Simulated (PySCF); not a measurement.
H2O2Zn, charge +1, doublet, at a GFN2-xTB geometry (such geometries of metal compounds can be far from the true shape) (a state made from the parent by changing its charge; the spin is typed, not shown lowest). Base run: PBE/6-31G* run with PySCF.

PySCF was given this input:
```python
from pyscf import gto, scf, dft, solvent

mol = gto.M(
    atom='''
Zn   -0.00137299    0.18499666    0.02912781
O     1.27424195   -0.18853276   -1.07216993
H     1.94383106    0.34734736   -1.53946051
O    -1.26892933   -0.52728904    0.95946346
H    -1.94514229   -0.17067286    1.56727798
''',
    basis='6-31g*',
    charge=1,
    spin=1,
    verbose=4,
)

mf = dft.UKS(mol)
mf.xc = 'pbe'
mf.kernel()
mf.analyze()
```

Variants of this job, named by their change:

```csv
change,ΔE vs base (kcal/mol),outcome
base,0.000,converged
model = IEF-PCM; solvent = dimethylsulfoxide,-88.1,converged
model = IEF-PCM; solvent = water; vdw_scale = 1.1,-,not converged
model = ddCOSMO; solvent = water,-96.7,converged
model = IEF-PCM; solvent = water; vdw_scale = 1.0,-126.7,converged
model = IEF-PCM; solvent = n-hexane,-39.39,converged
model = C-PCM; solvent = water,-89.1,converged
model = IEF-PCM; solvent = tetrahydrofuran,-76.4,converged
model = IEF-PCM; solvent = water,-89.0,converged
model = IEF-PCM; solvent = water; lebedev_order = 11,-88.5,converged
model = SS(V)PE; solvent = water,-86.3,converged
model = IEF-PCM; solvent = water; r_probe = 0.5,-,not converged
```

The base is the gas phase, so ΔE is the electrostatic part of solvation at a fixed geometry, without cavity and dispersion terms.

Open shells are given as the SCF converged; they aren't shown to be the lowest states, and a large step between rows can be another state.
